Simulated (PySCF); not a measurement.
# Electron correlation in Dy (dysprosium, neutral)

[Xe] 4f10 6s1 6p1, one real determinant (an excited configuration). All numbers are calculated (PySCF 2.14, scalar relativity by spin-free X2C-1e, in cc-pVDZ-X2C). Frozen: [Kr] 4d10; 20 electrons correlated.

```csv
level,correlation energy (mhartree)
CCSD,-624.47
(T),-25.69
CCSD(T),-650.16
```

Diagnostics: T1 = 0.019, D1 = 0.0729, largest double amplitude 0.093.

The real determinant used has ⟨L²⟩ near 36 against 56 for a pure K term, so it mixes terms. Spin-orbit coupling, absent here, splits the open shell strongly.

Cost of the coupled-cluster step: roughly 60 core-seconds, for 20 correlated electrons.

The basis was made for the ground configuration and has no added diffuse functions, which can raise the energy of the promoted electron.

The reference is one real determinant that mixes LS terms of this configuration.
